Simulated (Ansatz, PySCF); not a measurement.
Gas-phase reaction in SMILES: N[SiH2][NH2+][SiH3] → [NH3+][SiH2]N[SiH3]
Geometries: B3LYP-D3(BJ)/def2-TZVP minima from Ansatz (a first-principles code), one conformer each, not searched for the lowest.

Property: isomerisation energy (enthalpy at 298 K, with B3LYP-D3(BJ) rigid-rotor harmonic-oscillator terms from PySCF), in kcal/mol. Valence correlation only, unless marked. No spin-orbit coupling. Non-relativistic. Basis-set limits of correlation are two-point, X^-3; Hartree-Fock from the larger set.

| level | program | isomerisation energy (kcal/mol) | minus last row |
|---|---|---|---|
| PBE0-D4/def2-TZVP | Ansatz + dftd4 | -2.1 | 0.1 |
| r2SCANh/def2-TZVPD | Ansatz | -2.2 | 0.0 |
| r2SCAN0/def2-TZVPD | Ansatz | -2.3 | -0.1 |
| HSE06-D4/def2-TZVPD | Ansatz + dftd4 | -2.1 | 0.1 |
| CAM-B3LYP/def2-TZVPD | Ansatz | -1.7 | 0.5 |
| B2GP-PLYP-D3(BJ)/def2-TZVPD | Ansatz + dftd3 | -2.1 | 0.1 |
| B2GP-PLYP-D4/def2-TZVPD | Ansatz + dftd4 | -2.1 | 0.1 |
| MP2/CBS(cc-pV(T+d)Z,cc-pV(Q+d)Z) | Ansatz | -2.3 | -0.1 |
| CCSD/6-31G | Ansatz | 0.6 | 2.8 |
| CCSD(T)/CBS(cc-pV(T+d)Z,cc-pV(Q+d)Z) | Ansatz | -2.2 | 0.0 |
